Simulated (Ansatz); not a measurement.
Compare A (`CB(C)C[SiH3]`) with its isomer B (`B[Si](C)(C)C`).

Computed with Ansatz on PBE0-D4/def2-TZVP structures; ΔE is electronic, products minus reactants. CCSD(T)/CBS is the MP2 limit (def2-TZVPP, def2-QZVPP) plus CCSD(T) − MP2 in def2-TZVPP, frozen cores. DFT in def2-TZVPP. B3LYP here is the variant with VWN-RPA as its local correlation; programs differ in this. One conformer a species, not always the lowest.

(1) Which isomer does CCSD(T)/CBS put lower? Give the gap. (Best estimate.)

(2) Give E(B) − E(A) in kJ/mol with PBE-D4, CCSD/def2-TZVPP, B3LYP-D4, ωB97M-V, CCSD(T)/def2-SVP, r2SCAN-D4, CCSD(T)/def2-TZVPP. (Best estimate.)

(3) Does the order hold for the free energy at 298.15 K (harmonic terms from PBE0-D4)? (Best estimate.)

Largest T1 diagnostic: 0.010.

Answers

(1) Ansatz gave: A, by 65.4 kJ/mol.

(2) Ansatz gave: PBE-D4 69.0, CCSD/def2-TZVPP 66.3, B3LYP-D4 68.7, ωB97M-V 71.0, CCSD(T)/def2-SVP 86.2, r2SCAN-D4 71.0, CCSD(T)/def2-TZVPP 66.9. None reverses the order clearly.

(3) Ansatz gave: Yes: G(B) − G(A) = +69.3 kJ/mol, for one conformer each. Modes under 60 cm⁻¹, often nearly free rotors, make the harmonic entropy too high.

At CCSD(T), def2-SVP lies +20.9 kJ/mol from the extrapolated value and def2-TZVPP +1.5 kJ/mol. Leaving LDA and LC-ωPBE aside and taking each functional with its dispersion term where it has one, the values, not all of them listed here, spread over 9.4 kJ/mol, from ωB97X-V to B97M-V. LDA lies +16.9 kJ/mol from PBE without D4.
